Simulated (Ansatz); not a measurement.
The first iterations of a band of CH8OSi2 + FH (14 atoms, charge 0, multiplicity 1).

Computed with Ansatz, RKS B3LYP/def2-SVP.

```
movable images  : 7
climbing image  : yes
spring          : 5.0 eV/Å²
optimiser       : quadratic models (default)
start path      : straight line
force threshold : 0.05 eV/Å
iteration limit : 60
end points      : relaxed
```

First end point:

```xyz
14
Properties=species:S:1:pos:R:3
Si 0.340 0.242 0.232
C 0.937 -1.252 1.177
O -0.732 -0.208 -0.954
Si -1.595 0.064 -2.343
H 1.465 1.006 -0.376
H -0.386 1.167 1.175
H 0.745 1.660 2.473
F 1.618 1.555 2.780
H 0.088 -1.839 1.564
H 1.553 -1.911 0.545
H 1.544 -0.908 2.029
H -0.775 0.833 -3.326
H -2.833 0.838 -2.037
H -1.971 -1.247 -2.938
```

Last end point:

```xyz
14
Properties=species:S:1:pos:R:3
Si -0.003 2.104 0.931
C 1.465 -2.349 0.373
O -1.116 1.564 -0.143
Si -1.688 0.586 -1.365
H 1.137 2.742 0.230
H -0.662 3.010 1.897
H 1.201 -1.406 0.871
F 0.593 0.841 1.768
H 0.555 -2.939 0.189
H 1.963 -2.138 -0.584
H 2.147 -2.923 1.017
H -0.629 0.380 -2.394
H -2.860 1.259 -1.985
H -2.102 -0.730 -0.806
```

| iteration | highest image above the first end (eV) | largest band force component (eV/Å) |
| --- | --- | --- |
| 1 | 7.310 | 16.247 |
| 2 | 3.813 | 5.683 |
| 3 | 2.479 | 11.349 |
| 4 | 2.111 | 4.305 |
| 5 | 1.748 | 3.941 |
| 6 | 1.318 | 2.672 |
| 7 | 0.835 | 1.955 |
| 8 | 0.757 | 0.689 |
| 9 | 0.691 | 0.682 |
| 10 | 0.646 | 0.545 |
| 11 | 0.798 | 0.587 |
| 12 | 0.871 | 1.119 |
| 13 | 1.008 | 1.105 |
| 14 | 1.346 | 0.772 |

**Question.** Does the band converge within its limit, and where does its top end?

**Answer.** It converged. It ended after 42 iterations with the highest image 1.507 eV above the first end. Neighbouring images differ by up to 2.4 eV, so the band resolves the path poorly. Another band between the same ends (7 images) ends at a top of the same energy, where a vibrational analysis finds 1 clearly imaginary mode. The orbitals stay closed-shell, which can raise the energy where a bond breaks towards radicals; this wasn't checked here.

Time of the run: 15 min on 4 threads of Arm Neoverse N1, on a shared host, peak memory 0.32 GiB.
